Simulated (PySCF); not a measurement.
Species: B2H5Sb.
Geometry (PBE0-D3(BJ)/def2-SVP, Å), atoms numbered from 1 in this order:
```xyz
8
B2H5Sb angstrom
B      1.0807    0.3421    0.4202
B      0.4458   -1.0797    0.0250
Sb    -1.6587   -0.2086   -0.1955
H      1.5450    1.0626   -0.4367
H      1.0129    0.7796    1.5499
H      0.6219   -2.2453   -0.2005
H     -1.4300   -0.1146   -1.8936
H     -1.0739    1.3985    0.0381
```

Theory: PBE0-D3(BJ)/def2-SVP geometry optimisation, gas phase, def2 core potentials past Kr in PySCF.

(1) Which atoms are bound to Sb3, and at what distances?

(2) List the angles at Sb3.

(3) What is the shape at Sb3?

(4) What are the other bond lengths?

(5) Give some angles away from the centre.

(6) What are the rotational constants (commonest isotopes, rigid rotor)?

Results:

(1) 3 atoms: H7 1.716 Å, H8 1.726 Å, B2 2.288 Å. The nearest atom not counted as bound is B1, at 2.86 Å.

(2) 
```tsv
angle	degrees	distance of the outer atoms (Å)
H7–Sb3–H8	92.2	2.48
B2–Sb3–H8	91.7	2.91
B2–Sb3–H7	89.6	2.85
```

(3) Pyramidal: angles 92.2°, 91.7° and 89.6°, sum 273.5°, 1.05 Å off the plane of its three neighbours.

(4) B1–B2 1.606 Å; B1–H4, B1–H5 1.213 Å; B2–H6 1.200 Å.

(5) B1–B2–Sb3 92.9°.

(6) A = 18848, B = 3667, C = 3271 MHz: a near-prolate asymmetric top.

Charge 0, singlet. No frequency check.

One conformer stands for the species.
